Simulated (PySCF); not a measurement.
BGeH₃NO, GeH₄NO, GeH₄N (calculated)

All values are calculated (PySCF 2.14.0). Calculation on a computer-drawn molecule: the log of a Hartree-Fock and frozen-core CCSD(T) single point meant for a local Hartree-Fock minimum, with one planted fault or none, to be diagnosed. Offsets are logged minus clean, where the clean run is the same molecule without the fault. The reference is restricted for singlets and unrestricted otherwise, and also for a bond in bohr or an excited solution. Adding or removing an electron swaps singlet and doublet. The excited solution moves the top pair (singlet) or top alpha electron (doublet) to the lowest empty orbital. Highest occupied and lowest empty are orbital energies over both spins, largest force is the largest gradient component, triples share is (T) over the correlation energy, the T1 limit is 0.02 restricted and 0.045 unrestricted, electrons count all cores, a negative frequency is imaginary (commonest isotopes), and the dipole is about the centre of nuclear charge; on germanium a core potential holds 10 electrons, which the energies leave out, and 3d is frozen in MP2 and coupled-cluster steps.

Common to all runs: meant multiplicity 1; logged SCF converged yes; logged CC converged yes; logged SCF stable within its kind yes; possible faults no fault, one electron removed, one electron added, multiplicity raised by two, geometry at a saddle point, SCF held on an excited solution, minimal basis STO-3G, one bond length entered in bohr, all coordinates scaled.

```json
{"entry": 1, "formula": "BGeH3NO", "logged_structure": {"atoms_angstrom": [["N", 2.2013, -0.8502, -3.0365], ["Ge", 0.4795, -0.3144, -2.2915], ["B", 1.1487, 0.6359, -0.447], ["O", 1.4782, 1.0834, 0.6264], ["H", 2.4758, -1.7504, -2.685], ["H", 2.9642, -0.2242, -2.8505], ["H", 0.3766, 1.0875, -3.0478]]}, "given": {"meant_charge": -1, "meant_basis": "aug-cc-pVDZ", "meant_basis_and_core_potential_on_germanium": "aug-cc-pVDZ-PP ECP10MDF", "logged_electrons": 56, "logged_basis_functions": 128, "logged_spin_squared": 2.0079, "logged_highest_occupied [eV]": 0.48439, "logged_lowest_empty [eV]": 2.5739, "logged_largest_force [hartree/bohr]": 0.061078, "logged_T1_diagnostic": 0.078692, "logged_D1_diagnostic": 0.5051, "logged_triples_share": 0.039342, "logged_dipole_magnitude [debye]": 7.5124, "logged_energy_HF [hartree]": -449.12449, "logged_energy_CCSD(T) [hartree]": -449.72704, "drawn_bonds_atom": [1, 2, 3, 1, 1, 2], "drawn_bonds_other_atom": [2, 3, 4, 5, 6, 7], "drawn_bonds_order": [1, 1, 2, 1, 1, 1]}, "results": {"planted_fault": "multiplicity raised by two", "HF_energy_offset_from_clean_run [kcal/mol]": 60.22, "CCSD(T)_energy_offset_from_clean_run [kcal/mol]": 68.84}, "notes": ["T1 above single-reference limit", "highest electron not bound in this basis"]}
{"entry": 2, "formula": "GeH4NO", "logged_structure": {"atoms_angstrom": [["N", 0.536, 0.243, -1.6389], ["Ge", 0.7866, 2.0162, -0.8212], ["O", -0.4571, 1.7772, 0.5684], ["H", 0.2216, 0.2948, -2.5921], ["H", 1.386, -0.2924, -1.6438], ["H", -0.2198, 2.7405, -1.8863], ["H", -1.093, 1.1369, 0.2921]]}, "given": {"meant_charge": -1, "meant_basis": "aug-cc-pVDZ", "meant_basis_and_core_potential_on_germanium": "aug-cc-pVDZ-PP ECP10MDF", "logged_electrons": 52, "logged_basis_functions": 114, "logged_spin_squared": 0.0, "logged_highest_occupied [eV]": -2.4263, "logged_lowest_empty [eV]": 3.961, "logged_largest_force [hartree/bohr]": 2.9944e-05, "logged_lowest_frequency [cm^-1]": 171.44, "logged_T1_diagnostic": 0.016719, "logged_D1_diagnostic": 0.041477, "logged_triples_share": 0.032735, "logged_dipole_magnitude [debye]": 2.278, "logged_energy_HF [hartree]": -425.06493, "logged_energy_CCSD(T) [hartree]": -425.61967, "drawn_bonds_atom": [1, 2, 1, 1, 2, 3], "drawn_bonds_other_atom": [2, 3, 4, 5, 6, 7], "drawn_bonds_order": [1, 1, 1, 1, 1, 1]}, "results": {"planted_fault": "no fault", "HF_energy_offset_from_clean_run [kcal/mol]": 0.0, "CCSD(T)_energy_offset_from_clean_run [kcal/mol]": 0.0}}
{"entry": 3, "formula": "GeH4N", "logged_structure": {"atoms_angstrom": [["N", 0.8637, -0.6379, 3.0296], ["Ge", -0.6108, -0.449, 2.1542], ["H", 1.2665, 0.0896, 3.5963], ["H", 1.4044, -1.4864, 3.0242], ["H", -1.3109, 0.8774, 2.2576], ["H", -1.5206, -2.6693, 0.6331]]}, "given": {"meant_charge": 1, "meant_basis": "cc-pVDZ", "meant_basis_and_core_potential_on_germanium": "cc-pVDZ-PP ECP10MDF", "logged_electrons": 42, "logged_basis_functions": 57, "logged_spin_squared": 0.8916, "logged_highest_occupied [eV]": -17.16, "logged_lowest_empty [eV]": -5.9409, "logged_largest_force [hartree/bohr]": 0.014513, "logged_T1_diagnostic": 0.046598, "logged_D1_diagnostic": 0.15411, "logged_triples_share": 0.03597, "logged_dipole_magnitude [debye]": 0.43736, "logged_energy_HF [hartree]": -349.79053, "logged_energy_CCSD(T) [hartree]": -350.06568, "drawn_bonds_atom": [1, 1, 1, 2, 2], "drawn_bonds_other_atom": [2, 3, 4, 5, 6], "drawn_bonds_order": [1, 1, 1, 1, 1]}, "results": {"planted_fault": "one bond length entered in bohr, row 5 of the drawn bonds", "HF_energy_offset_from_clean_run [kcal/mol]": 65.96, "CCSD(T)_energy_offset_from_clean_run [kcal/mol]": 75.87}, "notes": ["T1 above single-reference limit"]}
```
